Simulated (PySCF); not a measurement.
Working out the ionisation energy of Ca⁸⁺

Ca⁸⁺ [Ne] 3s2 (1S) → Ca⁹⁺ [Ne] 3s1 (2S). Computed with PySCF 2.14 in an even-tempered Gaussian basis (19 s from 0.4 bohr⁻², ratio 2.5; 12 p from 0.52 bohr⁻², ratio 2.5; 5 d from 2.4 bohr⁻², ratio 2.7; 4 f from 3.5 bohr⁻², ratio 2.7), with scalar relativity by spin-free X2C-1e. Frozen: 1s2; the 22 highest virtual orbitals dropped. Energies in hartree (1 hartree = 27.21139 eV):

```tsv
part	Ca⁸⁺ (lower)	Ca⁹⁺ (upper)
UHF	-657.770065	-650.925492
CCSD correlation	-0.390232	-0.309498
(T)	-0.002644	-0.000831
```

Task: What does Hartree-Fock give?

Result: (-650.925492) − (-657.770065) = 6.844573 hartree = 186.250 eV.

Task: What do CCSD and CCSD(T) give?

Result: The CCSD correlation energies differ by 0.080734 hartree = 2.197 eV and the triples by 0.001813 hartree = 0.049 eV, so CCSD gives 188.447 eV and CCSD(T) 188.496 eV.

A first-order spin-orbit estimate adds 0.000 eV to CCSD(T) (outer shells), giving 188.496 eV against 188.54 ± 0.06 eV (semi-empirical (NIST evaluation); NIST Atomic Spectra Database, ionization energies).

What remains against the reference includes basis incompleteness, the frozen core and higher excitations.
